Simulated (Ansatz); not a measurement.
n-GeSiSiGeH10 (Si₂Ge₂H₁₀), relaxed as a singlet with RKS PBE-D4/def2-SVP in Ansatz, starting from the GFN2-xTB geometry. Force threshold 0.02 eV/Å.

Another isomer (singlet) lies 0.23 eV lower at PBE0-D4/def2-TZVP; other spin states weren't run for this one.

Start:

```xyz
14

Ge    2.344   -0.471    0.468
Ge   -1.532    1.022   -1.592
Si    0.288   -0.244    1.568
Si   -1.499   -0.582    0.114
H     2.987   -1.824    0.574
H     2.275   -0.256   -1.018
H     3.444    0.458    0.891
H     0.265   -1.176    2.701
H     0.244    1.098    2.165
H    -2.793   -0.537    0.807
H    -1.439   -1.907   -0.518
H    -0.246    1.152   -2.356
H    -2.552    0.839   -2.678
H    -1.785    2.428   -1.127
```

```
         step   energy (eV)  largest force component (eV/Å)  SCF passes
            1  -128909.3140                           0.973          15
            2  -128909.6556                           0.235          18
            3  -128909.6726                           0.049          18
            4  -128909.6741                           0.015          19
            5  -128909.6748                           0.019          12
            6  -128909.6765                           0.058          18
            7  -128909.6782                           0.075          16
            8  -128909.6797                           0.061          18
            9  -128909.6818                           0.094          17
           10  -128909.6838                           0.112          17
11 (rejected)  -128909.6790                           0.260          16
           12  -128909.6871                           0.076          17
           13  -128909.6880                           0.072          17
           14  -128909.6898                           0.071          18
           15  -128909.6906                           0.060          18
           16  -128909.6915                           0.047          17
           17  -128909.6926                           0.058          16
           18  -128909.6930                           0.047          18
           19  -128909.6935                           0.028          18
           20  -128909.6937                           0.013          18
           21  -128909.6940                           0.015          17
```

Force components are those of the run's own axes.

End:

```csv
atom,x (Å),y (Å),z (Å)
Ge1,2.355,-0.405,0.402
Ge2,-1.498,0.940,-1.656
Si3,0.296,-0.114,1.591
Si4,-1.487,-0.632,0.151
H5,2.461,-1.861,-0.124
H6,2.403,0.555,-0.817
H7,3.584,-0.116,1.305
H8,0.289,-0.992,2.817
H9,0.174,1.321,2.037
H10,-2.811,-0.587,0.872
H11,-1.295,-2.023,-0.398
H12,-0.147,0.882,-2.419
H13,-2.645,0.653,-2.661
H14,-1.678,2.378,-1.099
```

By distances, no bond broke or formed. The bond that changes most is Ge2–Si4, from 2.34 to 2.40 Å (atoms count from 1).

The force fell under the threshold at step 4, but the optimiser went on and released 0.020 eV more. No frequencies were taken in this run, so the end may be a saddle point.

Hardware: 4 threads of Intel Xeon on a shared host. Wall time 24 s.
